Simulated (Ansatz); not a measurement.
One change: `C[SiH2][SnH3]` becomes `C[SiH](O)[SnH3]`.

Ansatz, PBE0-D4/def2-TZVP geometries, multiplicity 1. Each molecule was computed in one conformer, which needn't be the lowest.

Elements past krypton have def2 core potentials.

```tsv
property	`C[SiH2][SnH3]`
size of the dipole moment (ωB97M-V/def2-TZVPP) / D	1.22
LUMO energy (B3LYP/def2-TZVPP) / eV	-0.24
HOMO energy (ωB97M-V/def2-TZVPP) / eV	-9.68
HOMO energy (PBE/def2-TZVPP) / eV	-6.64
LUMO energy (PBE0/def2-TZVPP) / eV	-0.02
HOMO energy (B3LYP/def2-TZVPP) / eV	-7.49
```

Task: What does the change do to each property? (An estimate is asked.)

Result: The calculation gave: 
```json
{"property": "size of the dipole moment (ωB97M-V/def2-TZVPP) / D", "`C[SiH](O)[SnH3]`": "1.61", "shift": "0.39"}
{"property": "LUMO energy (B3LYP/def2-TZVPP) / eV", "`C[SiH](O)[SnH3]`": "-0.50", "shift": "-0.26"}
{"property": "HOMO energy (ωB97M-V/def2-TZVPP) / eV", "`C[SiH](O)[SnH3]`": "-9.37", "shift": "0.31"}
{"property": "HOMO energy (PBE/def2-TZVPP) / eV", "`C[SiH](O)[SnH3]`": "-6.24", "shift": "0.40"}
{"property": "LUMO energy (PBE0/def2-TZVPP) / eV", "`C[SiH](O)[SnH3]`": "-0.27", "shift": "-0.25"}
{"property": "HOMO energy (B3LYP/def2-TZVPP) / eV", "`C[SiH](O)[SnH3]`": "-7.17", "shift": "0.32"}
```

With PBE0 the HOMO rises by 0.33 eV and the LUMO falls by 0.25 eV, so the gap narrows by about 0.58 eV. PBE moves the HOMO by 0.40 eV and ωB97M-V by 0.31 eV. Dipoles are sizes alone; their direction can turn.

B3LYP here is the variant with VWN-RPA as its local correlation; programs differ in this.
